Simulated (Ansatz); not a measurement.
Coupled-cluster diagnostics for the cluster MoO3⁺ (the lowest doublet isomer of a short search), Ansatz.

Geometry of the doublet (B3LYP-D4/def2-TZVP):

```xyz
4

Mo   -0.446   -0.232    0.106
O     0.095   -0.673   -1.407
O    -0.375    1.603    0.106
O     0.726   -0.698    1.195
```

In the def2 sets Mo takes a core potential; there is no spin–orbit coupling. Correlated methods freeze 3 core orbitals; core or outer-core shells of Mo are correlated, in sets that lack core-valence functions. The structure comes from a short search, and lower isomers may exist.

Geometry of the charge 1 quartet (B3LYP-D4/def2-TZVP):

```xyz
4

Mo    0.279    0.064   -0.184
O     0.434    1.027    1.380
O    -0.875    0.675   -1.193
O     0.162   -1.766   -0.004
```

(1) Estimate the CCSD(T) correlation energy, the shares of MP2 and (T), T1 and the reference's ⟨S²⟩ for: charge 1, doublet, own geometry in def2-TZVPP; charge 1, quartet, own geometry in def2-TZVPP; and the rough time on 4 threads of Arm Neoverse V2 on a shared host.

Results:

(1) 
```tsv
state	basis	correlation (eV)	MP2 share (%)	(T) share (%)	T1	⟨S²⟩ (pure)	wall time	remarks
charge 1, doublet, own geometry	def2-TZVPP	-33.579	89.4	6.4	0.094	1.95 (0.75)	2 min	flagged by the program, large T1, spin-contaminated
charge 1, quartet, own geometry	def2-TZVPP	-32.049	92.4	5.9	0.071	4.17 (3.75)	2.5 min	large T1, spin-contaminated
```
Customary marks for T1 are 0.02 (closed shells), 0.045 (open shells) and about 0.05 (3d metals). T1 exceeds 0.02 in 2 of 2 rows and 0.045 in 2; the higher it lies, the less the single-reference result can be trusted.
